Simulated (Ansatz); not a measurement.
CH₅OPSeSi (`OP1[SiH2]C[Se]1`), relaxed with RKS PBE0-D4/def2-TZVP in Ansatz 0.2.0 from a PBE-D4/def2-SVP geometry. The force threshold is 0.005 eV/Å; the program also tests the step.

Charge 0, multiplicity 1.

Start:

```xyz
10

O     0.972    1.906    0.717
P    -0.474    1.684   -0.160
Si   -0.842   -0.446    0.626
C     0.316   -1.224   -0.665
Se    0.114    0.296   -1.955
H     1.343    2.776    0.469
H    -0.523   -0.690    2.081
H    -2.271   -0.827    0.354
H    -0.008   -2.180   -1.121
H     1.373   -1.296   -0.346
```

(1) How much energy does the relaxation release, and in how many steps? (Estimate.)

(2) Which bonds change most? (Estimate.)

(3) Give the relaxed structure. (An estimate is asked.)

Results:

(1) The calculation gave: 0.08 eV, in 8 steps, 2 of them rejected.

(2) Computed: P2–Se5 from 2.344 to 2.291 Å; O1–P2 from 1.705 to 1.664 Å; P2–Si3 from 2.300 to 2.271 Å.

(3) Computed: 
```xyz
10

O     0.967    1.919    0.677
P    -0.455    1.656   -0.147
Si   -0.826   -0.449    0.621
C     0.312   -1.229   -0.654
Se    0.124    0.298   -1.899
H     1.313    2.792    0.469
H    -0.523   -0.703    2.059
H    -2.239   -0.809    0.339
H    -0.027   -2.155   -1.118
H     1.353   -1.321   -0.349
```
